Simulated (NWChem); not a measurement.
Species: C₃H₁₀Si; SMILES C[SiH](C)C

```xyz
14

Si     0.0000     0.0000     0.3679
C     -1.2180     1.3057    -0.2328
C      1.7398     0.4019    -0.2328
C     -0.5218    -1.7077    -0.2328
H      0.0000     0.0000     1.8695
H     -1.2490     1.3388    -1.3339
H     -2.2374     1.0943     0.1267
H     -0.9361     2.3079     0.1267
H      2.4667    -0.3433     0.1267
H      1.7840     0.4122    -1.3339
H      2.0664     1.3905     0.1267
H     -0.5350    -1.7511    -1.3339
H     -1.5306    -1.9646     0.1267
H      0.1710    -2.4848     0.1267
```
Atoms are numbered in this order, from 1.

Program: NWChem. Coordinates come from a PBE0/def2-SVP optimisation. Level: PBE0/def2-SVP with SMD (1 M gas to 1 M solution), gas-phase geometry. Reactions with the solvent are ignored.

Predict the results for solvent toluene. Quantities: solvation free energy (kcal/mol); cavity-dispersion-structure term (kcal/mol); dipole in solution (D).


| Item | Result |
|---|---|
| solvation free energy (kcal/mol) | -1.3 |
| cavity-dispersion-structure term (kcal/mol) | -0.4 |
| dipole in solution (D) | 0.75 |
